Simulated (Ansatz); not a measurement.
**Ligand exchange: BH(CH3)Cl + CHBr2I → BH(CH3)I + CHBr2Cl**

Species: BH(CH3)Cl, singlet; CHBr2I `BrC(Br)I`, singlet; BH(CH3)I, singlet; CHBr2Cl (chlorodibromomethane) `ClC(Br)Br`, singlet. The partners trade Cl for I: B–Cl and C–I bonds give way to B–I and C–Cl.

Shapes, held fixed at every level: PBE0-D4/def2-TZVP. Programs: Ansatz 0.2.0. The zero-point and thermal change to 298 K, harmonic and unscaled (PBE0-D4/def2-TZVP), is -0.2 kJ/mol.

| level | kind | ΔH(298 K) (kJ/mol) | less CCSD(T)/def2-TZVPP | CPU time (sum over the molecules) |
| --- | --- | --- | --- | --- |
| HF/def2-SVP | Hartree–Fock | +40.3 | +1.5 | – |
| SPW92/def2-TZVPP | LDA | +32.0 | -6.8 | 11 s |
| PBE0-D4/def2-TZVPP | global hybrid | +34.8 | -4.0 | 27 s |
| r2SCAN0-D4/def2-TZVPP | global hybrid | +34.7 | -4.1 | 48 s |
| wB97M-V/def2-TZVPP | range-separated hybrid | +38.5 | -0.3 | 1.7 min |
| MP2/def2-SVP | perturbation theory | +44.8 | +6.0 | – |
| CCSD(T)/def2-TZVPP | coupled cluster or CI | +38.8 | 0.0 | 5.5 min |

The highest level, CCSD(T)/def2-TZVPP, gives ΔH(298 K) = +38.8 kJ/mol; the levels span +32.0 to +44.8. The column of differences is taken from that level and isn't an error. No measured value is set beside it here. For atoms past krypton def2 sets carry core potentials with scalar relativity. Relativity is left out for Br. Outer-core shells of Br, I are correlated, in sets that cover them unevenly. Times are processor times on shared x86 and Arm servers, and rough.
